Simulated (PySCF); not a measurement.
# Dipole response of Nb²⁺ (niobium, charge +2)

[Kr] 4d3, high-spin 4F determinant. Calculation: PySCF 2.14, in aug-cc-pwCVTZ-DK; the spin-free X2C one-electron Hamiltonian (Gaussian nucleus). Coupled (time-dependent) response in atomic units; α is the mean over directions.

| method | mean α (bohr³) | C₆ (like pair) | S(−4) |
| --- | --- | --- | --- |
| PBE | 11.66 | 60.80 | 71.95 |

S(−4) is the Cauchy moment in α(ω) = α(0) + S(−4) ω² + …

Spin-orbit coupling is absent.

α(iu) at PBE:

```csv
u (hartree),α(iu) (bohr³)
0,11.66
0.0500,11.49
0.100,11.02
0.200,9.657
0.300,8.319
0.500,6.329
0.750,4.741
1.00,3.691
1.50,2.399
2.00,1.664
3.00,0.9228
5.00,0.4060
```

A single London oscillator, α(iu) = α/(1 + u²/ω²), gives C₆ = (3/4) ω α². Matching the computed C₆ needs ω = 4 × 60.80 / (3 × 11.66²) = 0.596 hartree.

For an ion, C₆ is the dispersion term alone; charge-induced terms of lower order in 1/R come first.
